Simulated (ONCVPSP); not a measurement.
## Before and after: ONCV potential for In (Z = 49)

ONCVPSP 4.0.1 input, shortened (lines: element, Z, core and valence counts, functional; n l f; lmax; l rc ep ncon nbas qcut; lloc lpopt rc5 dvloc0; l nproj debl; icmod fcfact rcfact), PBEsol, scalar-relativistic:

```
  In 49.00    9    2  -116133      upf
    1    0    2.00
    2    0    2.00
    2    1    6.00
    3    0    2.00
    3    1    6.00
    3    2   10.00
    4    0    2.00
    4    1    6.00
    4    2   10.00
    5    0    2.00
    5    1    1.00
    2
    0    2.05    0.00    4    7    2.90
    1    2.45    0.00    4    7    3.90
    2    2.55    0.02    3    6    3.90
    4    3    1.35    2.00
    0    3    1.80
    1    2    0.60
    2    2    1.80
    3    3.50    1.05
```

Change: all radii but the core radius scaled by about 1.20 (s 2.46, p 2.94, d 3.06 bohr); local potential polynomial inside 1.62 bohr (lpopt 3, dvloc0 2 Ha).

Cutoffs: the cutoffs (Ha) at which the residual kinetic energy of the hardest occupied pseudo-wave falls to 1 and 0.1 mHa per electron; they do not see the model core or the augmentation charge, which bear on the density cutoff. Errors are all-electron minus pseudo energies relative to the spin-unpolarised reference configuration.

Q: Predict the effect on cutoff, ghosts and configuration errors.

A: The potential gets softer (9.1 Ha and 23 Ha → 6.2 Ha and 18 Ha); of the 4 tests that both files solve, the error grows in 2 and shrinks in 0 by more than 15 % and 0.3 meV (median size 13.5 → 15.9 meV); neither file shows a bound ghost. A larger radius leaves more room for a smooth pseudo-wave, so fewer plane waves are needed.

```csv
quantity,base,changed
"cutoff, loose",9.1 Ha,6.2 Ha
"cutoff, tight",23 Ha,18 Ha
loose cutoff by channel,"s 9.1 Ha, p 4.7 Ha","s 6.2 Ha, p 3.9 Ha"
bound ghosts,none,none
GHOST(+) flags under 300 eV,"p at 61.8 eV, s at 99.7 eV",s at 148.1 eV
"error for 5s2 5p0, meV [ΔE 5.36 eV]",+4.7,+4.1
"error for 5s1 5p0, meV [ΔE 24.64 eV]",-22,-33
"error for 5s2 5p0.5, meV [ΔE 1.94 eV]",+0.3,+0.2
"error for 5s1 5p1, meV [ΔE 12.02 eV]",-23,-28
"rms error of d²Exc/dni dnj with the model core, mHa",4.83,4.68
```

Base: The cutoffs count occupied waves only; projector 3 of the s channel, the hardest unoccupied one, needs 45 Ha at the loose tolerance. Changed file: The cutoffs count occupied waves only; projector 2 of the d channel, the hardest unoccupied one, needs 20 Ha at the loose tolerance.
